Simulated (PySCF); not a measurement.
H7NSSi2, SMILES [SiH2](N)S[SiH3]. Atoms are numbered in the order given.

```xyz
11

Si     1.4083    -1.1557     1.1672
S      0.6728    -0.3451    -0.6889
Si    -1.0796     0.7367     0.0349
N     -1.9362     1.5182    -1.2397
H      0.4012    -2.0508     1.8079
H      1.7511    -0.0742     2.1362
H      2.6308    -1.9353     0.8350
H     -1.9933    -0.2363     0.6934
H     -0.6270     1.7715     1.0042
H     -1.5235     2.3278    -1.6946
H     -2.4532     0.9570    -1.9107
```

Coordinates come from a B3LYP-D3(BJ)/def2-SVP optimisation. The values are those of a single conformer.

Two levels are set side by side: PBE/pcSseg-1 (PySCF) and HF/pcSseg-1 (PySCF). GIAO shifts against H2S (³³S), NH3 (¹⁵N), TMS (²⁹Si), TMS (¹H) at the same level; non-relativistic, no solvent, atoms listed together averaged. Differences are taken from unrounded values.

| quantity | HF |
|---|---|
| δ(²⁹Si) of Si1 (ppm) | -53.3 |
| δ(³³S) of S2 (ppm) | -102.6 |
| δ(²⁹Si) of Si3 (ppm) | -23.5 |
| δ(¹⁵N) of N4 (ppm) | 12.6 |
| δ(¹H) of H8, H9 (ppm) | 4.90 |
| δ(¹H) of H10, H11 (ppm) | 1.21 |

Question: What does PBE give, and how far is it from HF? (The exact figures need the calculation; the answer reports its results.)

Answer: 
```
quantity                   PBE  PBE minus HF
-----------------------  -----  ------------
δ(²⁹Si) of Si1 (ppm)     -61.9          -8.5
δ(³³S) of S2 (ppm)       -39.2          63.4
δ(²⁹Si) of Si3 (ppm)     -20.5           3.1
δ(¹⁵N) of N4 (ppm)        29.5          16.9
δ(¹H) of H8, H9 (ppm)     5.65          0.75
δ(¹H) of H10, H11 (ppm)   1.08         -0.14
```

Rough cost on one machine, each run with all the roots and properties that it gave: HF against PBE within a factor of 2.
